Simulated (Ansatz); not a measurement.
Total energies of `O=P(O)(O)CCCCc1ccc(-c2ccc(-c3cccs3)s2)s1` from Ansatz at PBE-D4/def2-TZVP, gas phase (1 Eh = 27.2114 eV = 2625.5 kJ/mol). The reference geometry is relaxed at r2SCAN-D4/def2-SVP.

```csv
state,geometry,energy (Eh)
charge 0 singlet,reference,-2380.38686
charge 1 doublet,reference,-2380.14438
charge 1 doublet,relaxed at r2SCAN-D4/def2-SVP,-2380.15004
charge -1 doublet,reference,-2380.41230
free O atom (triplet),–,-75.00967
free P atom (quartet),–,-341.10299
free C atom (triplet),–,-37.79597
free S atom (triplet),–,-397.93833
free H atom (doublet),–,-0.49962
```

Single mean-field runs in def2-TZVP are fitted with def2-universal-jkfit.

**Question.** Work out the vertical ionisation energy to the doublet.

**Answer.** E(charge 1 doublet) − E(charge 0 singlet) = -2380.14438 − (-2380.38686) = 0.24248 Eh = 6.60 eV. For comparison, −ε of the highest occupied level is 4.70 eV at this level, 1.90 eV less.

**Question.** Work out the vertical electron affinity, to the doublet.

**Answer.** E(charge 0 singlet) − E(charge -1 doublet) = -2380.38686 − (-2380.41230) = 0.02544 Eh = 0.69 eV. The basis lacks diffuse functions, which makes affinities too small.

**Question.** Give the fundamental gap IE − EA, the Mulliken electronegativity (IE + EA)/2 and the hardness (IE − EA)/2.

**Answer.** From the values in Eh: IE − EA = 0.24248 − 0.02544 = 0.21704 Eh = 5.91 eV; (IE + EA)/2 = 3.65 eV; (IE − EA)/2 = 2.95 eV. The HOMO–LUMO gap of the same run is 2.25 eV, 3.66 eV smaller than the fundamental gap.

**Question.** How much does the charge 1 doublet relax, and what is the adiabatic ionisation energy?

**Answer.** Relaxation: -2380.14438 − (-2380.15004) = 0.00566 Eh = 0.15 eV. Adiabatic ionisation energy: 0.23682 Eh = 6.44 eV, without zero-point energy. 

**Question.** What is the binding energy per atom against free atoms?

**Answer.** Atoms: 3 × (-75.00967) + 1 × (-341.10299) + 16 × (-37.79597) + 3 × (-397.93833) + 17 × (-0.49962) = -2373.17605 Eh. Binding: -2373.17605 − (-2380.38686) = 7.21081 Eh = 196.22 eV, or 4.91 eV for each of 40 atoms (no zero-point energy, no counterpoise term).

At PBE-D4/def2-TZVP the highest occupied level of the charge -1 doublet lies above zero (up to 1.13 eV). By energy differences its removal costs 0.69 eV (vertical, to the charge 0 singlet, at PBE-D4/def2-TZVP); self-interaction error and the lack of diffuse functions both raise the level.
